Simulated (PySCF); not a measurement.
[MoOCl5]2- (charge -2 and doublet state).
Bonds: Mo1–O2, Mo1–Cl3, Mo1–Cl4, Mo1–Cl5, Mo1–Cl6, Mo1–Cl7.

Theory: PBE0-D3(BJ)/def2-SVP geometry optimisation, gas phase, def2 core potentials past Kr in PySCF.

(1) How far are the bound atoms from Mo1?

(2) List the angles at Mo1.

(3) What is the shape at Mo1?

(4) What are the rotational constants (commonest isotopes, rigid rotor)?

Results:

(1) 6 atoms: O2 1.664 Å, Cl4 2.438 Å, Cl6 2.438 Å, Cl7 2.438 Å, Cl5 2.438 Å, Cl3 2.528 Å.

(2) 
| angle | degrees | distance of the outer atoms (Å) |
| --- | --- | --- |
| O2–Mo1–Cl3 | 179.9 | 4.19 |
| Cl4–Mo1–Cl5 | 173.5 | 4.87 |
| Cl6–Mo1–Cl7 | 173.5 | 4.87 |
| O2–Mo1–Cl5 | 93.3 | 3.03 |
| O2–Mo1–Cl7 | 93.3 | 3.03 |
| O2–Mo1–Cl6 | 93.2 | 3.03 |
| O2–Mo1–Cl4 | 93.2 | 3.03 |
| Cl4–Mo1–Cl6 | 89.8 | 3.44 |
| Cl4–Mo1–Cl7 | 89.8 | 3.44 |
| Cl5–Mo1–Cl6 | 89.8 | 3.44 |
| Cl5–Mo1–Cl7 | 89.8 | 3.44 |
| Cl3–Mo1–Cl5 | 86.8 | 3.41 |
| Cl3–Mo1–Cl7 | 86.7 | 3.41 |
| Cl3–Mo1–Cl6 | 86.7 | 3.41 |
| Cl3–Mo1–Cl4 | 86.7 | 3.41 |

(3) Octahedral: the three widest angles are 179.9°, 173.5° and 173.5°, the others run from 86.7° to 93.3°. The Mo–Cl distances aren't all alike: 2.438 to 2.528 Å.

(4) A = 763.6, B = 763.5, C = 610.0 MHz: an oblate symmetric top.

Point group: C4v (every atom within 0.08 Å of its image). Charge -2, doublet. ⟨S²⟩ = 0.760 (exact for a doublet: 0.75). Whether so highly charged an anion holds all its electrons in the gas phase wasn't checked; a finite basis holds them in any case. The ion is multiply charged and computed without counter-ions or solvent. No PBE0-D3(BJ)/def2-SVP frequencies stand behind this structure, so it isn't proved a minimum.

Caution for open-shell metal species: one SCF solution and one stationary point were followed, and a lower state or a bent or distorted shape isn't ruled out.
